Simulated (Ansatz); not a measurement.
Cost and result up the ladder for (HZn-mu-OH)2 (Zn₂O₂H₄) (8 atoms). Charge 0, multiplicity 1. Geometry: r2SCAN-D4/def2-SVP.

```xyz
8

Zn   -1.362    0.077    0.576
H    -2.768    0.157    1.171
O    -0.254    0.965   -0.730
Zn    1.362   -0.077   -0.576
H     2.768   -0.156   -1.170
O     0.254   -0.966    0.729
H    -0.451    1.716   -1.297
H     0.451   -1.716    1.297
```

Ansatz on 4 threads of Intel Xeon Platinum 8259CL on a shared host. Times are rough, and most runs start from the orbitals of an earlier one. ωB97M-V/def2-TZVP serves as the yardstick here, not as an exact answer. Differences are given only for rows in sets of like size (and for xTB, whose basis is part of the method), since another set adds its own error. Binding counts from free atoms at the same level (Zn singlet, H doublet, O triplet; other spins of the atoms weren't run), without zero-point energy or a counterpoise term.

Correlated methods freeze 20 core orbitals.

Correlated methods converge slowly with the basis.

| level | functions | wall time | binding energy per atom (eV) | difference from ωB97M-V/def2-TZVP (eV) |
| --- | --- | --- | --- | --- |
| PBE-D4/def2-SVP | 110 | 1.3 s | 2.83 | – |
| LDA (SPW92)/def2-TZVP | 182 | 1.5 s | 3.22 | 0.46 |
| HF/STO-3G | 50 | 1.5 s | 1.85 | – |
| PBE0-D4/def2-SVP | 110 | 2.1 s | 2.77 | – |
| PBE-D4/def2-TZVP (with forces) | 182 | 2.9 s | 2.74 | -0.02 |
| HF/def2-TZVP | 182 | 2.9 s | 1.87 | -0.89 |
| PBE0-D4/def2-TZVP | 182 | 3.9 s | 2.69 | -0.07 |
| r2SCAN-D4/def2-TZVP | 182 | 4 s | 2.79 | 0.03 |
| BHLYP-D4/def2-TZVP | 182 | 4.3 s | 2.61 | -0.15 |
| r2SCAN0-D4/def2-TZVP | 182 | 6 s | 2.73 | -0.03 |
| ωB97M-V/def2-TZVP | 182 | 10 s | 2.76 | 0.00 |
| CCSD(T)/def2-TZVP | 182 | 55 s | 2.66 | -0.10 |
